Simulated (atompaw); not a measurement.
Al: one change to a PAW (atompaw) potential, before and after

| Quantity | Value |
| --- | --- |
| Element | Al (Z = 13) |
| Generator | atompaw 4.2.0.5 |
| Type | PAW |
| Functional | PBE |
| Relativity | non-relativistic |
| Frozen core | [Ne] |
| Valence charge | 3 |
| Reference configuration | 3s1.75 3p1.25 |
| Partial waves | 3s (bound): rc 2.90 bohr; 3s channel at -0.2 Ry: rc 2.90 bohr; 3p (bound): rc 2.90 bohr; 3p channel at 1.25 Ry: rc 2.90 bohr; 3d channel at -0.05 Ry: rc 2.90 bohr |
| Local potential | troulliermartins scheme with l = 3 at 0.5 Ry, radius 2.50 bohr |
| Core correction | smooth core density matched at 2.85 bohr |
| Augmentation charge | sinc compensation charge, radius 2.70 bohr; PAW radius 2.90 bohr; waves and projectors: custom rrkj gramschmidtortho |

All-electron outer shells of the reference configuration (PBE, non-relativistic, ld1.x):

```tsv
shell	level (eV)	outermost node (bohr)	outermost maximum (bohr)
2p	-70.15	–	0.43
3s	-7.95	0.80	2.09
3p	-2.89	0.82	2.61
```

Change: functional LDA (PW92).

Cutoffs: the cutoffs (Ry, on a coarse ladder) from which the occupation-weighted sum of valence levels, in a spherical-Bessel basis at the reference potential, stays within 10 and 1 mRy of its value at 400 Ry; they do not see the model core or the augmentation charge, which bear on the density cutoff.

Question: What does the change do?

Answer: Both files are so soft that the ladder of cutoffs tells neither apart; neither file shows a bound ghost.

| quantity | base | changed |
| --- | --- | --- |
| cutoff, loose | 6 Ry | 6 Ry |
| cutoff, tight | 8 Ry | 8 Ry |
| bound ghosts | none | none |
| s: phases at 2.92 bohr within 0.05 rad from the reference energy up to (Ry; the scan ends near 5) | 1.7 | 1.7 |
| p: phases at 2.92 bohr within 0.05 rad from the reference energy up to (Ry; the scan ends near 5) | 2.6 | 2.3 |
| d: phases at 2.92 bohr within 0.05 rad from the reference energy up to (Ry; the scan ends near 5) | 2.4 | 2.2 |
| lowest overlap eigenvalue by channel | s 0.46, p 0.73, d 1.00 | s 0.45, p 0.16, d 1.00 |

 The cutoffs see the waves, projectors and local potential, not the compensation charge or the core.
